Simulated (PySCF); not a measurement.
BeBrHO. Atoms are numbered in the order given.

```xyz
4

Be    -0.0144    -1.1597     0.0000
Br     0.0040     0.8114     0.0000
O     -0.0839    -2.5651     0.0000
H      0.5875    -3.2388     0.0000
```
Charge 0, spin multiplicity 1.

Geometry optimised at PBE0-D3(BJ)/def2-TZVP. Other conformers were not sampled.

Calculation: PBE0/def2-TZVPD in PySCF.

Mulliken values depend strongly on the basis, most of all with diffuse functions as here. ESP charges are fitted to the potential on shells at 1.4 to 2.0 van der Waals radii. Atomic charges (e):

| atom | ESP fit | meta-Löwdin | Mulliken |
|---|---|---|---|
| Be1 | 0.56 | ___ | -0.05 |
| Br2 | -0.26 | ___ | -0.15 |
| O3 | -0.67 | ___ | -0.13 |
| H4 | 0.37 | ___ | 0.33 |

Problem. What belongs in the gaps? (An estimate is asked for; the answer gives what the named calculation found.)

Solution. 
- Be1, meta-Löwdin: 1.40
- Br2, meta-Löwdin: -0.64
- O3, meta-Löwdin: -1.12
- H4, meta-Löwdin: 0.36
